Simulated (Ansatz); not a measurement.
This geometry of BClH4N2 + Cl (9 atoms, charge 0, multiplicity 2) is a first-order saddle point.

All numbers below come from UKS PBE0-D4/def2-SVP in Ansatz.

```xyz
9
Properties=species:S:1:pos:R:3
B 0.242 0.029 -0.018
Cl 0.875 0.217 1.698
N 1.165 0.100 -1.130
H 1.881 -0.623 -1.105
H 1.649 0.993 -1.193
N -1.116 -0.174 -0.131
H -1.727 -0.217 0.681
H -1.547 -0.287 -1.039
Cl -1.421 -0.038 3.088
```

Q: Which two structures does it join? (They come from a converged band through this point; their orientation in space is the band's.)

A: No bond is made or broken.  The two ends are copies of one structure, up to a mirror image or an exchange of like atoms.

First end point:

```xyz
9
Properties=species:S:1:pos:R:3
B 0.273 0.094 0.048
Cl 0.742 0.664 1.719
N 1.262 0.235 -0.939
H 1.121 -0.047 -1.898
H 2.173 0.624 -0.748
N -1.011 -0.429 -0.103
H -1.644 -0.482 0.688
H -1.376 -0.775 -0.978
Cl -1.539 0.116 3.061
```

Last end point:

```xyz
9
Properties=species:S:1:pos:R:3
B 0.274 0.088 0.050
Cl 0.749 0.648 1.722
N 1.260 0.238 -0.938
H 2.171 0.627 -0.748
H 1.118 -0.037 -1.900
N -1.009 -0.436 -0.102
H -1.642 -0.489 0.689
H -1.377 -0.772 -0.980
Cl -1.544 0.133 3.057
```

Q: How far does it lie above each of them?

A: 0.42 eV above the first and 0.42 eV above the second. This is the barrier of this one path; another mechanism may lie lower.

The run took 4.5 min on 4 threads of Intel(R) Xeon(R) Platinum 8488C (Sapphire Rapids), with other jobs on the host, peak memory 0.33 GiB.
